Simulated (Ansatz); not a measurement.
Species: CdS, charge 0, singlet. CdS (SMILES [S]=[Cd]).
B3LYP-D3(BJ)/def2-TZVP minimum from Ansatz (a quantum-chemistry and plane-wave program):
```xyz
2

Cd     0.0000     0.0000    -0.5671
S      0.0000     0.0000     1.7014
```

Total energies in def2-TZVPP, 18 correlated electrons, 9 frozen orbitals. Radicals and triplets start from unrestricted determinants; spin-orbit coupling is neglected. Cores are frozen in correlated methods (noble-gas shells, and filled d and f shells in the p block). Past Kr the def2 sets carry scalar-relativistic core potentials. The restricted determinant of CdS ([S]=[Cd], singlet) is unstable towards broken spin symmetry in at least one set run.

```json
[
 {"method": "HF", "program": "Ansatz", "energy (Eh)": "-564.36368", "minus CCSDT(Q) (mEh)": "625.60"},
 {"method": "MP2", "program": "Ansatz", "energy (Eh)": "-564.98264", "minus CCSDT(Q) (mEh)": "6.64"},
 {"method": "CCSD", "program": "Ansatz", "energy (Eh)": "-564.96008", "minus CCSDT(Q) (mEh)": "29.20"},
 {"method": "CCSD(T)", "program": "Ansatz", "energy (Eh)": "-564.98800", "minus CCSDT(Q) (mEh)": "1.28"},
 {"method": "CCSDT(Q)", "program": "Ansatz", "energy (Eh)": "-564.98928", "minus CCSDT(Q) (mEh)": "0.00"}
]
```

Rough core times of Ansatz's runs on a shared machine: CCSD(T) 20 s, CCSDT(Q) 6 min.
